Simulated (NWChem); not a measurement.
Molecule: C$_{3}$H$_{4}$F$_{2}$Si; SMILES C=C=C[SiH](F)F

```xyz
10

C     -0.0197    -3.0710     0.3324
C      0.0608    -1.9039    -0.2497
C      0.1355    -0.7104    -0.7901
Si    -0.0183     0.7766     0.2871
F     -1.2470     1.6992    -0.2127
F      1.2972     1.7038     0.1446
H     -0.9830    -3.5777     0.4478
H      0.8757    -3.5755     0.7090
H      0.2875    -0.6142    -1.8740
H     -0.2175     0.4312     1.7097
```
Atoms are numbered in this order, from 1.

Results from NWChem. Pople sets run with spherical d functions. Geometry: optimised at PBE0/def2-SVP. GIAO values for the isolated, static molecule; σ is the absolute isotropic shielding, δ = σ(reference) − σ with the isolated reference molecule computed at the same levels (13C: tetramethylsilane, 1H: tetramethylsilane, 29Si: tetramethylsilane).

For level Hartree-Fock/6-31G*:

```
Item         Result
-----------  ------
δ C1 (ppm)     72.5
δ C2 (ppm)    221.4
δ C3 (ppm)     71.8
δ Si4 (ppm)   -16.9
δ H7 (ppm)     4.79
δ H9 (ppm)     4.95
δ H10 (ppm)    5.02
```

Q: Estimate the same quantities for level BHandHLYP/pcSseg-1.

A: 
| Item | Value |
|---|---|
| δ C1 (ppm) | 77.4 |
| δ C2 (ppm) | 238.2 |
| δ C3 (ppm) | 81.2 |
| δ Si4 (ppm) | -20.7 |
| δ H7 (ppm) | 5.01 |
| δ H9 (ppm) | 5.25 |
| δ H10 (ppm) | 4.55 |
